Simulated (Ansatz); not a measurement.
Relaxation of BFH₆N₂Si₂ (12 atoms, charge 0, multiplicity 1), to a largest force component of 0.02 eV/Å in at most 50 steps.

Computed with RHF/cc-pVDZ (Ansatz 0.2.0).

```xyz
12
Properties=species:S:1:pos:R:3:forces:R:3
N -0.089 -2.282 -0.223 -0.52 1.58 -0.76
Si 0.021 -0.685 0.635 -2.53 -3.64 0.10
F 0.003 -0.880 2.297 0.90 0.11 -1.56
B -1.168 0.673 0.012 -2.90 1.16 0.53
Si 0.401 1.539 -0.589 -3.03 4.37 -2.13
N 1.436 0.255 0.059 3.82 -0.61 2.10
H -1.057 -2.612 0.001 1.42 0.27 -0.56
H -0.106 -1.997 -1.262 -0.12 -0.94 2.40
H -2.405 0.859 0.033 1.35 -0.24 -0.18
H 0.637 2.815 0.160 0.51 -0.11 -0.06
H 1.914 0.104 -0.852 0.75 -0.82 2.42
H 1.933 0.627 0.925 0.35 -1.11 -2.31
```

Question: Where does it end, and by what steps?

Answer: The forces met the threshold. After 15 steps the energy has fallen by 2.420 eV; H7 moved furthest, 1.19 Å.

```csv
step,energy less start (eV),largest force component (eV/Å),accepted
0,0.0000,4.367,yes
1,-1.6317,2.226,yes
2,-2.0807,0.822,yes
3,-1.9926,1.621,no
4,-2.1798,0.422,yes
5,-2.2083,0.326,yes
6,-2.2481,0.509,yes
7,-2.2926,0.578,yes
8,-2.3316,0.587,yes
9,-2.3754,0.365,yes
10,-2.4044,0.353,yes
11,-2.1360,1.853,no
12,-2.4174,0.171,yes
13,-2.4186,0.095,yes
14,-2.4195,0.057,yes
15,-2.4198,0.016,yes
```

```xyz
12
Properties=species:S:1:pos:R:3
N -0.144 -2.084 -0.434
Si -0.265 -0.663 0.521
F 0.008 -1.213 2.046
B -1.368 0.909 0.096
Si 0.219 1.803 -0.206
N 1.349 0.338 0.287
H 0.081 -2.965 -0.009
H -0.737 -2.198 -1.233
H -2.533 1.132 0.011
H 1.060 2.956 -0.595
H 1.959 -0.042 -0.421
H 1.891 0.440 1.133
```

Whether the end is a true minimum wasn't checked by a vibrational analysis.

Run time: 39 s on 2 threads of Intel(R) Xeon(R) Platinum 8375C CPU @ 2.90GHz (Ice Lake), with other jobs on the host, peak memory 0.31 GiB.
